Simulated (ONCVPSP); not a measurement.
## u(r) = r·R(r): atom against pseudo-atom (Ru (Z = 44))

Columns: radius, all-electron u(r) and pseudo u(r) of the 4s shell (level -79.85 eV) of ruthenium in the configuration [Ar] 3d10 4s2 4p6 4d7 5s0.5; PBEsol, scalar-relativistic, ONCV scheme, ONCVPSP 4.0.1.

```
r (bohr)  all-electron  pseudo
   0.103        0.4062  0.1147
   0.205       -0.2767  0.2362
   0.308       -0.6328  0.3732
   0.410       -0.3505  0.5243
   0.513        0.1666  0.6837
   0.615        0.6315  0.8322
   0.718        0.9511  0.9553
   0.820        1.1136  1.0382
   0.923        1.1547  1.0755
   1.025        1.1124  1.0628
   1.128        1.0205  1.0010
   1.230        0.9061  0.9022
   1.332        0.7855  0.7852
   1.435        0.6678  0.6677
   1.538        0.5599  0.5598
   1.640        0.4653  0.4653
   1.743        0.3827  0.3827
   1.845        0.3134  0.3133
   1.948        0.2547  0.2546
   2.050        0.2064  0.2064
   2.153        0.1664  0.1664
   2.255        0.1340  0.1340
   2.358        0.1074  0.1074
   2.460        0.0860  0.0860
   2.562        0.0688  0.0688
   2.665        0.0548  0.0548
```

(1) How many radial nodes do the two functions have?

(2) At about which radius was the pseudo-wave matched?

(3) Is the pseudo-wave norm-conserving?

Results:

(1) The all-electron 4s function has n − l − 1 = 3 (the table is too coarse to show those close to the nucleus); the pseudo-wave has 0, since the states of the same l below it are removed with the core.

(2) 1.40 bohr, where the columns begin to agree (steps of 0.10 bohr).

(3) Yes: the ONCV scheme keeps the norm inside the radius equal to the all-electron one, which fixes the energy derivative of the logarithmic derivative at the level.
